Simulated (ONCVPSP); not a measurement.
# Ranking ONCV potentials for bromine (Br)

All share these settings but for the change named:

bromine, optimised norm-conserving Vanderbilt (ONCV), made with ONCVPSP 4.0.1 (PBE, non-relativistic). Core [Ne], reference 3s2 3p6 3d10 4s2 4p4.5 (charge +0.5). Waves: 3s+4s: rc 0.95 bohr, ncon 3, nbas 6, qcut 12 1/bohr, 2 projectors; 3p+4p: rc 1.10 bohr, ncon 4, nbas 9, qcut 12.6 1/bohr, 2 projectors; 3d: rc 1.15 bohr, ncon 4, nbas 9, qcut 13.1 1/bohr, 3 projectors, debl 3.4 Ha. Local part: polynomial inside 0.95 bohr (lpopt 1, dvloc0 6 Ha). Core correction: Teter function fitted to the true core (icmod 2), fcfact 0.25.

Test errors are all-electron minus pseudo excitation energies from the reference, over 3s2 3p6 3d10 4s2 4p5; 3s2 3p6 3d10 4s2 4p4; 3s2 3p6 3d10 4s2 4p3; 3s2 3p6 3d10 4s1 4p5. None of these files shows a bound ghost.

The base gives 2.0 meV.

Of 7 variants that were run, those that failed, showed a ghost or another fault, or gave nearly equal values are left out.

A variant can come out equal or close to the base, since the largest error may sit in a test that the change hardly touches while other tests move.

Task: Rank these variants by their largest absolute test error, smallest first.
A. p: qcut 11.7
B. p: qcut 9.3
C. p: qcut 18.4
D. p: qcut 7.9

Result: C (1.7 meV), A (2.2 meV), B (2.7 meV), D (3.3 meV).
